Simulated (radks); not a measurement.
Results of a calculation; reference values are marked as such.
Species: Pt IV. Configuration: [Xe] 4f14 5d7 (the NIST ground configuration). Level of theory: scalar-relativistic Kohn-Sham, SCAN, spin-polarised, spherical densities, finite nucleus; open shells are filled with parallel spins first (spin-orbit coupling, left out, can overturn this in heavy ions); meta-GGA in the generalised Kohn-Sham scheme; Fermi nuclear charge, rms radius 5.427 fm (a radial shooting solver on a logarithmic mesh with Libxc functionals).

Normalised radial functions P(r) = r R(r), r in bohr:

r,5d down
0.0008587,0.0000
0.001136,0.0000
0.001515,0.0000
0.002005,0.0001
0.002674,0.0001
0.003538,0.0002
0.004719,0.0005
0.006244,0.0011
0.008328,0.0023
0.01111,0.0048
0.0147,0.0098
0.0196,0.0198
0.02594,0.0379
0.03459,0.0705
0.04577,0.1204
0.06104,0.1899
0.08077,0.2604
0.1077,0.2943
0.1437,0.2277
0.1901,0.0302
0.2536,-0.2531
0.3355,-0.4324
0.4475,-0.3311
0.5921,0.0597
0.7897,0.5517
1.045,0.8645
1.394,0.8784
1.859,0.6618
2.459,0.3793
3.28,0.1520
4.34,0.0404

5d down: eigenvalue -37.314 eV, 2 radial nodes at r = 0.196, 0.572 bohr, <r> = 1.49 bohr, 90 % of the charge inside 2.26 bohr.
